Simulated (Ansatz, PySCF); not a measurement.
Be(Et) (C2H5Be), SMILES C[CH2][Be+], charge +1.

Coordinates come from a B3LYP-D3(BJ)/def2-TZVP optimisation. The spin state was assumed, not searched. The isomer is the one that the SMILES or the coordinates give; other isomers of the formula were not compared.

Vertical ionisation energy (IE) and electron affinity (EA) in eV. Rows of orbital energies are one-electron estimates. Where ΔSCF, EOM or ADC give a negative EA the extra electron is unbound and the value depends on the basis.

```csv
level,IE,EA
"−ε(HOMO), −ε(LUMO), PBE0/def2-TZVPD (PySCF)",13.84,9.64
"−ε(HOMO), −ε(LUMO), PBE/def2-TZVPD (PySCF)",…,…
"ΔSCF, CAM-B3LYP/def2-TZVPD (Ansatz), final states of multiplicity 2 and 2",16.30,7.77
"ΔSCF, PBE/def2-TZVPD (Ansatz), final states of multiplicity 2 and 2",16.03,7.62
```

### Question
Fill in the missing entries. (An estimate is asked for; the answer gives what the named calculation found.)

### Answer

- −ε(HOMO), −ε(LUMO), PBE/def2-TZVPD (PySCF), IE: 12.72
- −ε(HOMO), −ε(LUMO), PBE/def2-TZVPD (PySCF), EA: 10.47

### Question
What vertical singlet–triplet gap does ΔSCF give with CAM-B3LYP/def2-TZVPD (Ansatz, a quantum-chemistry and plane-wave program) and with PBE/def2-TZVPD (Ansatz)? (The exact figures need the calculation; the answer reports its results.)

### Answer
2.34 and 2.27 eV (triplet above singlet where positive).
